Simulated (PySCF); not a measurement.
Spinor energies of Nd³⁵⁺ (neodymium, charge +35)

Start: [Ar] 3d7; 3d3/2 filled at m_j = -3/2, -1/2, +1/2, +3/2; 3d5/2 filled at m_j = +1/2, +3/2, +5/2. Calculated with PySCF 2.14 in an even-tempered Gaussian basis (16 s from 6.6 bohr⁻², ratio 2.8; 12 p from 8.6 bohr⁻², ratio 2.8; 8 d from 8.6 bohr⁻², ratio 2.8; 3 f from 32 bohr⁻², ratio 3): generalised Hartree-Fock with the X2C-1e Hamiltonian and a Gaussian nucleus; one run each with spin-orbit coupling (SO) switched off, then screened by Boettger's factors.

| spinor shell | electrons | ε, spin-free (eV) | ε, screened SO (eV) | weight of nominal j (screened SO) | rms radius, screened SO (bohr) |
| --- | --- | --- | --- | --- | --- |
| 1s1/2 | 2 | -45373.0 | -45365.1 | 1.000 | 0.0269 |
| 2s1/2 | 2 | -8738.3 | -8735.2 | 1.000 | 0.109 |
| 2p1/2 | 2 | -7976.6 | -8348.0 | 1.000 | 0.0934 |
| 3s1/2 | 2 | -2994.3 | -2993.4 | 1.000 | 0.274 |
| 3p1/2 | 2 | -2746.2 | -2835.5 | 0.997 | 0.264 |
| 3p3/2 | 4 | -2746.2 | -2706.0 | 0.999 | 0.276 |
| 3d3/2 | 4 | -2442.9 | -2455.9 | 0.956 | 0.243 |
| 3d5/2 | 3 | -2442.9 | -2431.2 | 0.957 | 0.246 |

Problem. Where does 2p3/2 lie, and what is the 2p spin-orbit splitting (screened SO)?

Solution. At -7812.1 eV, 535.89 eV above 2p1/2.

```tsv
quantity	spin-free	screened SO
E (hartree)	-8810.16319	-8815.76226
M_J	9/2	9/2
⟨J²⟩	24.750	24.751
⟨L²⟩	12.000	14.855
⟨S²⟩	3.750	2.822
```

Each row is a mean over spinors that exchange with the open shell spreads, by up to 34.583 eV (3p3/2).

Breit and QED terms are absent; they matter most for the inner s and p1/2 levels.

Densities and radii are taken from the X2C orbitals without a picture-change correction, which distorts them close to the nucleus.

Without spin-orbit coupling the j labels of p, d and f shells carry no meaning; the spin-free column gives the mean over the occupied spinors of each nl shell.
